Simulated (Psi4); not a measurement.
FGa (SMILES [F][Ga]), singlet, geometry from GFN2-xTB (such geometries of metal compounds can be far from the true shape).

Input for Psi4:
```
memory 2 GB

molecule {
0 1
  Ga   -0.00000000   -0.00000000   -0.40479707
  F     0.00000000    0.00000000    1.39430103
}

set basis sto-3g

energy('b3lyp')
print_variables()
```

Problem. What does this run give for the total energy, number of basis functions?

Solution. 
```json
{
 "total_energy": "-2000.5395 Eh",
 "number_of_basis_functions": "23"
}
```
